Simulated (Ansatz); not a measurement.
Geometry optimisation, RKS B3LYP/6-31G in Ansatz.

The input (input.yaml):

```yaml
crystal:
  periodic: [false, false, false]
  atoms:
    - { symbol: C, position_ang: [-0.5639, -1.5489, 1.9281] }
    - { symbol: B, position_ang: [-0.3477, -0.451, 0.7589] }
    - { symbol: Al, position_ang: [0.9859, -0.8762, -0.7442] }
    - { symbol: Si, position_ang: [1.48, 0.7114, -2.4436] }
    - { symbol: Si, position_ang: [-1.2784, 1.247, 0.6948] }
    - { symbol: F, position_ang: [-2.3386, 1.3858, 2.0191] }
    - { symbol: F, position_ang: [-0.1312, 2.5126, 0.7881] }
    - { symbol: H, position_ang: [-0.9447, -2.4335, 1.4657] }
    - { symbol: H, position_ang: [0.3372, -1.6836, 2.5045] }
    - { symbol: H, position_ang: [-1.3667, -1.1151, 2.6524] }
    - { symbol: H, position_ang: [1.7937, -2.2675, -0.7015] }
    - { symbol: H, position_ang: [0.1655, 0.9671, -3.1363] }
    - { symbol: H, position_ang: [1.8444, 1.9785, -1.8565] }
    - { symbol: H, position_ang: [2.3833, 0.1877, -3.3609] }
    - { symbol: H, position_ang: [-2.0405, 1.3352, -0.5392] }
basis:
  gaussian: { orbitals: "6-31G" }
hamiltonian:
  xc: b3lyp
relax:
  f_tol: 0.02
  max_steps: 50
```

Run as:

```bash
$ ansatz run input.yaml --threads 2 --pin off --max-ram 3072MiB --backend cpu --events-out ev --progress --plain --runs-dir out
```

Where does it end, and by what steps?

The forces met the threshold. Limits of this set-up: no polarisation functions. After 30 steps the energy has fallen by 1.263 eV; H11 moved furthest, 3.14 Å. Joined: Al3–F7 (3.88 → 2.07 Å).

```tsv
step	energy less start (eV)	largest force component (eV/Å)	accepted
0	0.0000	3.514	yes
2	-0.7281	0.389	yes
4	-0.7472	0.075	yes
6	-0.7646	0.183	yes
8	-0.7780	0.126	yes
10	-0.7982	0.213	yes
12	-0.8304	0.260	yes
14	-0.8830	0.208	yes
16	-0.9363	0.135	yes
18	-0.9847	0.173	yes
20	-1.0586	0.155	yes
22	-1.2145	0.533	yes
24	-1.2502	0.238	yes
26	-1.2588	0.125	yes
28	-1.2625	0.029	yes
30	-1.2634	0.017	yes
```

```xyz
15
Properties=species:S:1:pos:R:3
C -1.020 -1.959 1.241
B -0.405 -0.583 0.864
Al 1.333 0.297 -0.091
Si 1.275 0.368 -2.567
Si -1.170 1.296 1.250
F -1.099 1.920 2.829
F 0.317 1.998 0.503
H -0.561 -2.805 0.719
H -0.822 -2.106 2.321
H -2.112 -2.024 1.135
H 2.726 0.374 0.708
H -0.124 0.528 -3.117
H 2.092 1.488 -3.162
H 1.804 -0.917 -3.159
H -2.255 2.073 0.555
```

Time of the run: 81 s on 2 threads of Intel(R) Xeon(R) 6975P-C (Granite Rapids), with other jobs on the host, peak memory 0.27 GiB.
